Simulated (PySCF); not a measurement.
A GIAO shielding run with PySCF 2.14 (density fitting, non-relativistic, gas phase) on `O=C(N)C1=C[C@@H]([SiH3])C1`, C₅H₉NOSi:

```
$ OMP_NUM_THREADS=1 python probes_run.py task.json out

{"job": {"kind": "nmr", "xc": "PBE0", "basis": "pcSseg-1"}, "charge": 0, "multiplicity": 1}
N      2.861977    -0.007549     0.813072
C      2.060554    -0.936208     0.222320
O      2.407733    -2.091956     0.078965
C      0.761491    -0.415811    -0.212715
C     -0.297237    -0.969257    -0.823763
C     -1.114115     0.282657    -0.794566
Si    -2.681223     0.197629     0.284753
C      0.122679     0.949110    -0.129105
H      3.776409    -0.284878     1.126184
H      2.580350     0.949992     0.915766
H     -0.506697    -1.956617    -1.190866
H     -1.348540     0.681294    -1.783501
H     -3.215934     1.556919     0.402084
H     -2.316545    -0.314092     1.605118
H     -3.651748    -0.681166    -0.365278
H     -0.043064     1.332854     0.877686
H      0.596912     1.719107    -0.737140
```

Hardware: 1 thread of an Arm Neoverse V1, shared host. The job also computes population analyses, field gradients, ring-centre shieldings.

Task: How large is the calculation?

Result: 68 electrons, 188 basis functions and 991 auxiliary functions.

Task: How long does it take, and how much memory does it need?

Result: 32 s of wall time, with 14 SCF cycles and 5 response iterations; peak memory 0.84 GiB. Times on a shared host scatter by some tens of per cent.
